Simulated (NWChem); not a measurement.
Molecule: C4H3FOS; SMILES Sc1ccoc1F

```xyz
10

F      1.9790     0.4954     0.0050
C      0.6828     0.5924     0.0031
O      0.1990     1.8266     0.0179
C     -1.1614     1.7145     0.0157
C     -1.5218     0.4063     0.0046
C     -0.2990    -0.3554    -0.0109
S     -0.0723    -2.0954     0.0603
H     -1.7122     2.6503     0.0272
H     -2.5313     0.0017     0.0081
H     -0.2073    -2.3447    -1.2632
```
Atoms are numbered in this order, from 1.

Computed with NWChem. Geometry: optimised at PBE0/def2-SVP. B3LYP is NWChem's, with the RPA form of VWN correlation. Total energies of different functionals are on different scales.

```json
[
 {"level": "PBE/def2-SVP", "energy (Ha)": "-726.5497", "highest occupied level (eV)": "-5.60", "orbital gap (eV)": "4.86", "dipole (D)": "1.77"},
 {"level": "B3LYP/def2-SVP", "energy (Ha)": "-727.0895", "highest occupied level (eV)": "-6.51", "orbital gap (eV)": "6.51", "dipole (D)": "1.89"},
 {"level": "PBE0/def2-SVP", "energy (Ha)": "-726.5890", "highest occupied level (eV)": "-6.80", "orbital gap (eV)": "6.97", "dipole (D)": "1.98"},
 {"level": "TPSSh/def2-SVP", "energy (Ha)": "-727.1051", "highest occupied level (eV)": "-6.14", "orbital gap (eV)": "5.86", "dipole (D)": "1.95"},
 {"level": "Hartree-Fock/def2-SVP", "energy (Ha)": "-724.6224", "highest occupied level (eV)": "-9.12", "orbital gap (eV)": "13.15", "dipole (D)": "2.34"},
 {"level": "BLYP/def2-SVP", "energy (Ha)": "-726.9907", "highest occupied level (eV)": "-5.38", "orbital gap (eV)": "4.82", "dipole (D)": "1.69"}
]
```
